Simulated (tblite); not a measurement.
Species: C2H8GeOSi.
Bonds: Si1–Ge2, Ge2–C3, C3–O4, O4–C5, Ge2–C5. Hydrogens: H6, H7, H8 on Si1; H9 on Ge2; H10, H11 on C3; H12, H13 on C5.

Computed with GFN2-xTB (tblite), gas phase: L-BFGS steps from a force-field or distance-geometry start until the largest atomic force falls under 0.01 eV/Å.

Geometry at step 23:
```
atom  x, y, z in Å
Si1     2.2551    0.2930    0.1657
Ge2     0.1471   -0.3619   -0.6940
C3     -1.1956   -1.0637    0.6301
O4     -1.9747    0.1313    0.5728
C5     -1.3752    0.9333   -0.4430
H6      2.9408    1.2177   -0.7307
H7      1.9661    0.9545    1.4346
H8      3.1242   -0.8571    0.3872
H9     -0.0095   -1.0990   -2.0411
H10    -1.8104   -1.9246    0.3423
H11    -0.8570   -1.2212    1.6611
H12    -2.0775    1.0762   -1.2736
H13    -1.1379    1.9219   -0.0292
```

Question: What forces act on the atoms?

Answer: 
```
atom  Fx (eV/Å)  Fy (eV/Å)  Fz (eV/Å)
 Si1     -0.067     -0.027     -0.051
 Ge2     -0.171      0.031      0.027
  C3     -0.057     -0.090      0.067
  O4      0.075     -0.008      0.004
  C5     -0.026      0.116     -0.076
  H6      0.000      0.058     -0.052
  H7      0.048      0.037      0.068
  H8      0.021     -0.078      0.026
  H9      0.046      0.047      0.084
 H10      0.058      0.008     -0.019
 H11      0.012     -0.043     -0.035
 H12      0.063     -0.017      0.015
 H13     -0.002     -0.034     -0.059
```

The largest, 0.18 eV/Å, acts on Ge2; the rms over all components is 0.058 eV/Å. The forces sum to zero within rounding, as they must for an isolated molecule in no field.

Question: Give the force on Ge2 in Eh/bohr and in nN.

Answer: 0.176 eV/Å ÷ 51.422 = 0.00342 Eh/bohr, and 0.176 eV/Å × 1.602 = 0.28 nN.

Question: How far is this geometry from the end of the optimisation?

Answer: 0.043 eV above it, and 0.183 Å rms away after alignment. The bonds farthest from their final lengths, with half the difference of the two atoms' forces along the bond (positive lengthens):

| bond | now (Å) | final (Å) | force along bond (eV/Å) |
| --- | --- | --- | --- |
| C5–H13 | 1.098 | 1.091 | -0.06 |
| C3–H11 | 1.097 | 1.091 | -0.04 |
| Si1–H8 | 1.458 | 1.463 | +0.05 |
| Si1–H6 | 1.459 | 1.463 | +0.04 |
| Si1–H7 | 1.460 | 1.462 | +0.05 |
| Ge2–H9 | 1.544 | 1.545 | -0.04 |

The angle farthest from its final value is Si1–Ge2–H9, 122.6° against 117.8°.

What follows is the cost of the whole relaxation. Hardware: one thread of an Arm Neoverse V1, no GPU, shared host. Cost: 0.41 s.
